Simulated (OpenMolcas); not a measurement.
Fe4+: moving or changing the point charges

Fe4+ among 4 point charges of -2 e arranged as a square (D4h), 2 Å from the ion.

```
Program             : OpenMolcas
Method              : CASSCF
Basis               : ANO-RCC-VDZP [5s4p2d1f]
Scalar Hamiltonian  : DKH2, point nucleus
Active space        : 4 electrons in 5 orbitals (3d)
State averaging     : 2S+1 = 5 even, 5 roots; 2S+1 = 3 even, 45 roots; 2S+1 = 1 even, 50 roots
Spin-orbit coupling : state interaction with AMFI integrals over the reference wave functions
```

Runs around this geometry, states (labels of D4, the rotations of D4h). Energies in cm-1 above the lowest state or level, χT in cm3 K/mol.

```csv
R (Å),q (e),Ground state,First state of that spin,First gap with spin-orbit (degeneracies),χT at 300 K,First state of another spin
2,-1.6,5B1,5B2 1637,"0.3 (1, 1)",2.339,3B1 28119
1.83,-2,5B1,5B2 3061,"0.1 (1, 1)",2.629,3B1 28251
2,-2,5B1,5B2 2021,"0.2 (1, 1)",2.451,3B1 28208
2.21,-2,5B1,5B2 1270,"0.4 (1, 1)",2.199,3B1 28074
```

Taking the first state of the same spin as R^-n, n = -ln(1270 / 3061) / ln(2.21 / 1.83) = 4.7 between the shortest and longest distance.

Scaling the charges by -1.6 / -2 = 0.80 scales the first state of the same spin by 1637 / 2021 = 0.81; with fixed orbitals a first-order splitting would follow the charge.

Without dynamic correlation the repulsion within the d shell is too large (B by tens of per cent), so at a given field states of lower spin stand too high. Point charges give a weaker field than real ligands, and real ions of this kind are often low spin; the high spin found here belongs to the model. Point charges carry no covalency, so the field is a model and not that of real ligands. A group larger than the point group allows holds several states that coincide in this model. No measured value stands beside these numbers.
